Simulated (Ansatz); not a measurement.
H₃O₄Si, SMILES [O][Si](O)(O)O (connectivity only; charge and spin as stated), charge -1, multiplicity 1.

Geometry optimised at B3LYP-D3(BJ)/def2-SVPD. The spin state was assumed, not searched. The isomer is the one that the SMILES or the coordinates give; other isomers of the formula were not compared. The values are those of a single conformer.

Two levels are set side by side: PBE/def2-SVPD (Ansatz, an electronic-structure program) and CAM-B3LYP/def2-SVPD (Ansatz). Energy differences of separate SCF runs at the same geometry; the states with an electron removed or added have multiplicity 2. Differences are taken from unrounded values.

```tsv
quantity	PBE
vertical ionisation energy (eV)	4.19
vertical singlet–triplet gap (eV)	4.69
```

### Question
These are the PBE values. What does CAM-B3LYP give? (The exact figures need the calculation; the answer reports its results.)

### Answer

```json
[
 {"quantity": "vertical ionisation energy (eV)", "CAM-B3LYP": "4.48", "PBE minus CAM-B3LYP": "-0.29"},
 {"quantity": "vertical singlet–triplet gap (eV)", "CAM-B3LYP": "5.17", "PBE minus CAM-B3LYP": "-0.48"}
]
```
